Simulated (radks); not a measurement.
La2+, 55 electrons, occupied as [Kr] 4d10 5p6 5d1 6s2 (not the ground configuration).

Calculated with a radial shooting solver on a logarithmic mesh with Libxc functionals: Dirac Kohn-Sham, PBE, spin-unpolarised, spherical densities, point nucleus; open shells are shared between the two j in proportion to 2j + 1.

Energy parts (hartree):
part                       energy
total                  -8493.8644
kinetic                 9090.3226
electron-nucleus      -20615.7586
Hartree                 3234.5114
exchange-correlation    -202.9398

Orbitals (lengths in bohr, moments of r in powers of bohr; <r^-3> diverges for s and p1/2):
orbital  occ.  eigenvalue (hartree)  <r^-3>  small-component weight
1s1/2       2             -1423.918       -                4.44e-02
2s1/2       2             -227.3999       -                9.62e-03
2p1/2       2             -214.5073       -                9.65e-03
2p3/2       4             -199.3244    6682                9.09e-03
3s1/2       2             -49.40231       -                2.93e-03
3p1/2       2             -43.96946       -                2.87e-03
3p3/2       4             -41.00990    1336                2.71e-03
3d3/2       4             -31.49899   218.0                2.59e-03
3d5/2       6             -30.86586   199.0                2.55e-03
4s1/2       2             -10.73536       -                8.97e-04
4p1/2       2              -8.73489       -                8.33e-04
4p3/2       4              -8.10368   286.1                7.84e-04
4d3/2       4              -4.82150   38.68                6.45e-04
4d5/2       6              -4.71135   35.01                6.32e-04
5s1/2       0              -2.24513       -                2.17e-04
5p1/2       2              -1.66998       -                1.80e-04
5p3/2       4              -1.56387   48.06                1.69e-04
5d3/2     0.4              -0.76605   4.456                1.01e-04
5d5/2     0.6              -0.75348   4.029                9.85e-05
6s1/2       2              -0.61895       -                5.12e-05
6p1/2       0              -0.47176       -                3.99e-05
6p3/2       0              -0.45241   8.838                3.78e-05

The highest occupied level is 6s1/2 at -16.842 eV. The configuration is held as typed, so some empty levels lie below it. Summed over all electrons, <r^2> = 64.15 bohr^2, which gives a Langevin (diamagnetic) susceptibility term of -50.8 x 10^-6 cm^3/mol. The density falls to 0.001 e/bohr^3 at r = 4.80 bohr.
